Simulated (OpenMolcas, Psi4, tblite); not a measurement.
How methods differ on Si2NH5F (SMILES F[SiH2]N[SiH2])

Si2NH5F has 9 atoms, charge 0, and is taken as a doublet. SMILES: `F[SiH2]N[SiH2]`. The coordinates come from a PBE0-D4/def2-TZVP relaxation. This is one conformer, not always the lowest.

```xyz
9

F    -1.7782    1.2089   -1.1818
Si   -0.2880    1.1236   -0.6049
N     0.2415   -0.4914   -0.4030
Si    0.0236   -1.5336    0.9679
H     0.5763    1.7991   -1.5988
H    -0.3028    1.7798    0.7188
H     0.6004   -0.9422   -1.2345
H    -0.2463   -0.6500    2.1362
H     1.2618   -2.3407    1.1827
```

Quantity: the vertical ionisation energy (to the singlet cation), in eV. The values are calculated.

| level | kind | program | value (eV) | less CCSD(T)/6-31G* | CPU time (all runs) |
| --- | --- | --- | --- | --- | --- |
| GFN1-xTB | semi-empirical | tblite | 11.52 | +4.06 | under 2 s |
| UHF/6-31G* (spherical functions) | Hartree–Fock | OpenMolcas | 7.73 | +0.27 | 17 s |
| USVWN5/6-31G* (spherical functions) | LDA | OpenMolcas | 7.68 | +0.22 | 63 s |
| UBLYP/6-31G* (spherical functions) | GGA | OpenMolcas | 7.50 | +0.04 | 95 s |
| U-r2SCAN/6-31G* (spherical functions) | meta-GGA | OpenMolcas | 7.93 | +0.47 | 2 min |
| UBHLYP/6-31G* (spherical functions) | global hybrid | OpenMolcas | 7.92 | +0.46 | 83 s |
| UM06-2X/6-31G* (spherical functions) | hybrid meta-GGA | OpenMolcas | 7.92 | +0.46 | 99 s |
| U-wB97X-V/6-31G* (spherical functions) | range-separated hybrid | Psi4 | 7.87 | +0.41 | 6.8 min |
| UOMP2/6-31G* (density fitting for correlation, spherical functions) | perturbation theory | Psi4 | 7.44 | -0.02 | 65 s |
| ROCCSD(T)/6-31G* (spherical functions) | coupled cluster or CI | OpenMolcas | 7.46 | 0.00 | 64 s |

ROCCSD(T)/6-31G* (spherical functions) is the highest level here, not the true value. The values span 7.44 to 11.52 eV. The xTB values lack the empirical shift that such differences need. CPU times are rough (shared hosts, several kinds of processor and program).
